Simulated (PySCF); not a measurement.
## How the method changes the constants of SiBi

State: ²Π (doublet), unpaired electrons π ↑. Set-up: Si cc-pV(D+d)Z, Bi cc-pVDZ-PP with ECP60; scalar-relativistic core potentials (PySCF 2.14). De refers to Si + Bi in their high-spin ground configurations, without counterpoise correction. The functionals are run spin-unrestricted. A positive dipole means Si(−)Bi(+). Levels whose curve was spin-contaminated or gave no clean fit are not listed.

| Level | Re (Å) | ωe (cm⁻¹) | De (eV) | μ (D) | CPU s a point (SCF and correlation, without the integrals) |
| --- | --- | --- | --- | --- | --- |
| UHF-CCSD | 2.490 | 373 | 1.67 | n/a | n/a |
| UHF-CCSD(T) | 2.511 | 354 | 1.92 | n/a | 2.6 |
| PBE | 2.497 | 366 | 2.85 | 0.66 | 0.38 |
| r²SCAN | 2.477 | 374 | 2.44 | 0.65 | 0.51 |
| TPSSh | 2.473 | 382 | 2.58 | 0.71 | 0.63 |
| r²SCANh | 2.469 | 371 | 2.33 | 0.59 | 0.56 |
| PBE0 | 2.460 | 388 | 2.47 | 0.56 | 0.69 |
| B97-3 | 2.470 | 387 | 2.68 | 0.66 | 0.34 |

Problem. Which functional lies closest to UHF-CCSD(T) in De, which farthest, and by how much do they differ from it?

Solution. Closest is r²SCANh (-4.2 pm in Re, +4.8 % in ωe, +0.41 eV in De against UHF-CCSD(T) in the same basis), farthest PBE (-1.4 pm in Re, +3.4 % in ωe, +0.93 eV in De). CCSD(T) converges more slowly with the basis than the functionals do and binds too weakly in this one, so the order can change at the basis-set limit.

Problem. What does the triples do here, going from UHF-CCSD to UHF-CCSD(T)?

Solution. UHF-CCSD(T) less UHF-CCSD: +2.1 pm in Re, -5.1 % in ωe, +0.25 eV in De. Correlation nearly always deepens the well. The bond lengthens, as in strong covalent bonds, where excitations into antibonding orbitals dominate.

Correlated steps freeze 9 core orbitals. Correlated levels converge slowly with the basis: in double zeta they bind strong bonds too weakly, by up to about 1 eV, and carry superposition errors of some tenths. These are scalar-relativistic numbers at best; spin–orbit coupling would shift them, the dissociation energy most. The state was picked by a PBE0 search and need not be the measured ground state.

The whole job (state search and all levels along the bond) took about 1.5 min on 1 thread of Intel Xeon Platinum 8488C (shared host), peak memory 0.52 GiB.
